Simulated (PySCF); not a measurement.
## Dipole response of Ir³⁺ (iridium, charge +3)

[Xe] 4f14 5d6, high-spin 5D determinant. All numbers are calculated (PySCF 2.14, the spin-free X2C one-electron Hamiltonian (Gaussian nucleus), in ANO-RCC-VTZP (8s7p5d3f1g, 84 functions)). Coupled (time-dependent) response in atomic units; α is the mean over directions. The basis has no added diffuse functions, which lowers α and C₆.

| method | mean α (bohr³) | α xx, yy, zz | C₆ (like pair) | S(−4) |
| --- | --- | --- | --- | --- |
| M06-L | 6.417 | 6.593, 6.593, 6.066 | 36.86 | 7.893 |

S(−4) is the Cauchy moment in α(ω) = α(0) + S(−4) ω² + …

Spin-orbit coupling is absent.

α(iu) at M06-L:

```
u (hartree)  α(iu) (bohr³)
          0          6.417
     0.0500          6.398
      0.100          6.340
      0.200          6.128
      0.300          5.826
      0.500          5.128
      0.750          4.305
       1.00          3.617
       1.50          2.602
       2.00          1.930
       3.00          1.163
       5.00         0.5465
```

For an ion, C₆ is the dispersion term alone; charge-induced terms of lower order in 1/R come first.

The components differ because the open shell of this determinant is not spherical; for a pure term their mean is the scalar polarisability.

Spin-orbit coupling, absent here, splits the open shell strongly.
